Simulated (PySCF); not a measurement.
Problem. What does the GFN2-xTB structure of InChI=1S/CH6O2Si2/c2-1-5-3-4/h1H,5H2,4H3 look like in three dimensions?

Solution. 
```
atom  x, y, z in Å
O1     1.325    1.354    0.676
C2     1.779    0.249    0.505
Si3    0.691   -1.193   -0.145
O4    -0.777   -0.573   -0.340
Si5   -1.725    0.763   -0.230
H6     2.852    0.069    0.732
H7     1.195   -1.623   -1.445
H8     0.622   -2.239    0.870
H9    -3.017    0.222   -0.649
H10   -1.209    1.762   -1.158
H11   -1.729    1.212    1.157
```

Any rigid rotation of these coordinates is as good. Atoms count from 1 in this order. Si5 (oxygen-bound silicon) is distorted tetrahedral (angles from 100.9° to 113.3°). Of the pairs four or more bonds apart, O1···Si5 is among the closest relative to their van der Waals radii: 3.24 Å, 89 % of the sum of Bondi's values. The O–Si distances run from 1.606 Å (Si3–O4, drawn single) to 1.642 Å (O4–Si5, drawn single), a spread of 0.036 Å. Si3 (oxygen-bound silicon) is distorted tetrahedral (angles from 105.6° to 115.2°).

Bonds between heavy atoms (Å): O1=C2 1.206, C2–Si3 1.920, Si3–O4 1.606, O4–Si5 1.642.

Structure optimised with GFN2-xTB, isolated species.

Whether it is a minimum is left open (no frequencies). One conformer, not necessarily the lowest (O1–C2–Si3–O4 -1°, C2–Si3–O4–Si5 1°).

These are computed values.
